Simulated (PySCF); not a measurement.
Molecule: `S1C=CC(B(C)C)=C1`, C6H9BS.

Cartesian coordinates in Å; atom numbers follow the order of the lines, from 1:
```xyz
17

C    -1.4321    1.5212   -0.0949
B    -0.8896    0.0396   -0.0299
C    -1.8981   -1.1751   -0.0229
C     0.6393   -0.2107    0.0377
C     1.6519    0.7861   -0.1301
C     2.9122    0.3121   -0.0129
S     2.9342   -1.3797    0.3204
C     1.2224   -1.4271    0.2823
H    -2.4933    1.6033    0.1285
H    -1.2923    1.9111   -1.1040
H    -0.8972    2.1978    0.5690
H    -2.0607   -1.4928    1.0079
H    -1.5326   -2.0482   -0.5588
H    -2.8759   -0.9192   -0.4242
H     1.4307    1.8170   -0.3406
H     3.8414    0.8410   -0.0976
H     0.7326   -2.3643    0.4601
```

Frames of a GFN2-xTB Langevin trajectory at 400 K; GIAO PBE0/pcSseg-1 shieldings in PySCF 2.14.0 with density-fitted response routines, gas phase, non-relativistic; equivalent atoms averaged within each frame.

δ = σ(ref) − σ, references computed at the same level: 13C (186.93 ppm), 1H (31.72 ppm) against TMS; BF3·OEt2 for 11B (100.07 ppm); CS2 for 33S (503.73 ppm). The references are static minima.

How do the shifts (ppm) fluctuate along the trajectory?

## Answers


```csv
time (fs),C4,C8,C5,C6,C1/C3,B2,S7,H15,H16,H17
optimised geometry,151.2,149.4,137.6,133.2,12.7,71.9,249,7.72,7.20,7.99
250,158.8,139.8,139.5,134.4,20.4,78.1,260,7.47,7.17,6.51
425,163.9,132.5,134.5,131.4,16.4,83.8,231,6.70,7.28,6.80
625,157.4,149.0,132.7,133.3,13.8,72.6,239,8.54,7.35,7.34
800,152.5,156.4,129.2,141.6,14.0,64.3,280,7.92,7.64,9.02
1000,161.1,149.8,146.6,123.5,15.0,72.8,269,9.16,7.16,8.42
mean of frames,158.7,145.5,136.5,132.8,15.9,74.3,256,7.96,7.32,7.62
standard deviation,4.3,9.4,6.8,6.5,2.7,7.3,20,0.95,0.20,1.07
```

5 frames give an uncertainty of the mean of about the standard deviation over 2.2 at best, since frames this close in time may not be independent; classical motion lacks zero-point vibration, and the reference would need the same averaging.
